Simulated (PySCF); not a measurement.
C₃H₉Si, SMILES [CH2][SiH](C)C, multiplicity 2.

Geometry optimised at PBE-D3(BJ)/def2-SVP. A frequency run showed that this geometry is not a minimum. The isomer is the one that the SMILES or the coordinates give; other isomers of the formula were not compared.

The numbers are results of PBE-D3(BJ)/def2-SVP (PySCF 2.14.0), not measurements.

Frequencies are harmonic and unscaled.

Computed harmonic wavenumbers and intensities:
```json
[
 {"mode": "1", "ν (cm⁻¹)": "44i", "IR (km/mol)": "0.3", "moving atoms (share of kinetic energy)": "H 98 %"},
 {"mode": "2", "ν (cm⁻¹)": "156", "IR (km/mol)": "0.0", "moving atoms (share of kinetic energy)": "H 98 %"},
 {"mode": "3", "ν (cm⁻¹)": "168", "IR (km/mol)": "0.0", "moving atoms (share of kinetic energy)": "H 94 %"},
 {"mode": "4", "ν (cm⁻¹)": "199", "IR (km/mol)": "0.4", "moving atoms (share of kinetic energy)": "C 47 %, H 41 %, Si 12 %"},
 {"mode": "5", "ν (cm⁻¹)": "203", "IR (km/mol)": "0.1", "moving atoms (share of kinetic energy)": "C 51 %, H 36 %, Si 12 %"},
 {"mode": "6", "ν (cm⁻¹)": "231", "IR (km/mol)": "0.9", "moving atoms (share of kinetic energy)": "H 40 %, Si 34 %, C 26 %"},
 {"mode": "7", "ν (cm⁻¹)": "537", "IR (km/mol)": "33.3", "moving atoms (share of kinetic energy)": "H 73 %, C 27 %"},
 {"mode": "8", "ν (cm⁻¹)": "581", "IR (km/mol)": "3.4", "moving atoms (share of kinetic energy)": "H 92 %"},
 {"mode": "9", "ν (cm⁻¹)": "598", "IR (km/mol)": "9.9", "moving atoms (share of kinetic energy)": "H 93 %"},
 {"mode": "10", "ν (cm⁻¹)": "614", "IR (km/mol)": "1.7", "moving atoms (share of kinetic energy)": "C 66 %, H 23 %, Si 10 %"},
 {"mode": "11", "ν (cm⁻¹)": "674", "IR (km/mol)": "3.8", "moving atoms (share of kinetic energy)": "H 47 %, C 38 %, Si 16 %"},
 {"mode": "12", "ν (cm⁻¹)": "721", "IR (km/mol)": "5.1", "moving atoms (share of kinetic energy)": "C 51 %, H 28 %, Si 21 %"},
 {"mode": "13", "ν (cm⁻¹)": "736", "IR (km/mol)": "59.9", "moving atoms (share of kinetic energy)": "H 52 %, C 26 %, Si 22 %"},
 {"mode": "14", "ν (cm⁻¹)": "801", "IR (km/mol)": "21.3", "moving atoms (share of kinetic energy)": "H 70 %, C 22 %, Si 8 %"},
 {"mode": "15", "ν (cm⁻¹)": "829", "IR (km/mol)": "52.6", "moving atoms (share of kinetic energy)": "H 65 %, C 23 %, Si 12 %"},
 {"mode": "16", "ν (cm⁻¹)": "866", "IR (km/mol)": "98.9", "moving atoms (share of kinetic energy)": "H 82 %, C 11 %"},
 {"mode": "17", "ν (cm⁻¹)": "875", "IR (km/mol)": "142.4", "moving atoms (share of kinetic energy)": "H 70 %, Si 17 %, C 13 %"},
 {"mode": "18", "ν (cm⁻¹)": "1204", "IR (km/mol)": "17.4", "moving atoms (share of kinetic energy)": "H 78 %, C 21 %"},
 {"mode": "19", "ν (cm⁻¹)": "1210", "IR (km/mol)": "6.7", "moving atoms (share of kinetic energy)": "H 80 %, C 20 %"},
 {"mode": "20", "ν (cm⁻¹)": "1320", "IR (km/mol)": "3.3", "moving atoms (share of kinetic energy)": "H 87 %, C 12 %"},
 {"mode": "21", "ν (cm⁻¹)": "1377", "IR (km/mol)": "2.7", "moving atoms (share of kinetic energy)": "H 96 %"},
 {"mode": "22", "ν (cm⁻¹)": "1378", "IR (km/mol)": "0.1", "moving atoms (share of kinetic energy)": "H 95 %"},
 {"mode": "23", "ν (cm⁻¹)": "1385", "IR (km/mol)": "2.8", "moving atoms (share of kinetic energy)": "H 96 %"},
 {"mode": "24", "ν (cm⁻¹)": "1392", "IR (km/mol)": "6.0", "moving atoms (share of kinetic energy)": "H 96 %"},
 {"mode": "25", "ν (cm⁻¹)": "2139", "IR (km/mol)": "139.3", "moving atoms (share of kinetic energy)": "H 97 %"},
 {"mode": "26", "ν (cm⁻¹)": "2971", "IR (km/mol)": "5.1", "moving atoms (share of kinetic energy)": "H 97 %"},
 {"mode": "27", "ν (cm⁻¹)": "2972", "IR (km/mol)": "5.3", "moving atoms (share of kinetic energy)": "H 97 %"},
 {"mode": "28", "ν (cm⁻¹)": "3057", "IR (km/mol)": "4.2", "moving atoms (share of kinetic energy)": "H 95 %"},
 {"mode": "29", "ν (cm⁻¹)": "3069", "IR (km/mol)": "0.1", "moving atoms (share of kinetic energy)": "H 91 %, C 9 %"},
 {"mode": "30", "ν (cm⁻¹)": "3070", "IR (km/mol)": "11.4", "moving atoms (share of kinetic energy)": "H 91 %, C 9 %"},
 {"mode": "31", "ν (cm⁻¹)": "3079", "IR (km/mol)": "4.9", "moving atoms (share of kinetic energy)": "H 91 %, C 9 %"},
 {"mode": "32", "ν (cm⁻¹)": "3079", "IR (km/mol)": "4.0", "moving atoms (share of kinetic energy)": "H 91 %, C 9 %"},
 {"mode": "33", "ν (cm⁻¹)": "3160", "IR (km/mol)": "1.9", "moving atoms (share of kinetic energy)": "H 90 %, C 10 %"}
]
```
